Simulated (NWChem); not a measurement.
Species: arsenic trifluoride (AsF3); SMILES F[As](F)F

```xyz
4

F     -1.4566    -0.3932    -0.5050
As     0.0000     0.0000     0.3839
F      1.0688    -1.0648    -0.5050
F      0.3878     1.4580    -0.5050
```
Atoms are numbered in this order, from 1.

Geometry: optimised at PBE-D3(BJ)/def2-SVP.

Task: List the 6 lowest vertical singlet excitations from PBE/def2-SVPD, TDA (NWChem).

Result: 
```tsv
state	energy (eV)	oscillator strength	leading excitation (squared amplitude)
S1	7.40	0.090	HOMO → LUMO (0.80)
S2	7.40	0.090	HOMO → LUMO+1 (0.80)
S3	7.94	0.000	HOMO−2 → LUMO (0.50)
S4	7.97	0.029	HOMO−1 → LUMO+1 (0.60)
S5	7.97	0.029	HOMO−1 → LUMO (0.60)
S6	8.00	0.010	HOMO−2 → LUMO+1 (0.37)
```
